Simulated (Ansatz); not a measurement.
A series at In: from trimethylindium, ligands are replaced one by one, each step taking up H₂O and setting free CH₄; n counts the steps. Ansatz, PBE0-D4/def2-TZVP geometries. Each molecule was computed in one conformer, which needn't be the lowest.

CBS adds triple-zeta CCSD(T) − MP2 to the MP2 limit, frozen cores; atoms without spin–orbit coupling. Elements past krypton have def2 core potentials. Outer-core shells of In are correlated without core-valence functions. Spin–orbit coupling is left out.

| n | molecule | atomization energy, CCSD(T)/CBS (kJ/mol) |
| --- | --- | --- |
| 0 | `[CH3][In]([CH3])[CH3]` | 4510.6 |
| 1 | `[CH3][In]([CH3])[OH]` | ? |
| 2 | `[CH3][In]([OH])[OH]` | 3082.3 |
| 3 | `[OH][In]([OH])[OH]` | 2334.2 |

Task: By hand: fit a straight line y = ȳ + b (n − n̄) to the 3 given rows and predict n = 1.

Result: n̄ = 1.667, ȳ = 3309.03; Σ(n − n̄)(y − ȳ) = -3377.97, Σ(n − n̄)² = 4.667, so b = -723.80 kJ/mol a step. Prediction: 3309.03 + (-723.80) × (-0.667) = 3791.8 kJ/mol.

Task: By hand: compare with the computed value, 3805.9 kJ/mol, and give the steps along the whole series.

Result: The line misses by 14.1 kJ/mol (computed minus predicted). Steps: -704.7, -723.6, -748.1 kJ/mol.

The steps differ by up to 43.4 kJ/mol, small against a whole step but well beyond the method's doubt, so the ligands' effects don't simply add. The miss is 0.6 % of the series' range. The energies themselves are unsure by some kJ/mol a bond, though much of that is common to the series.
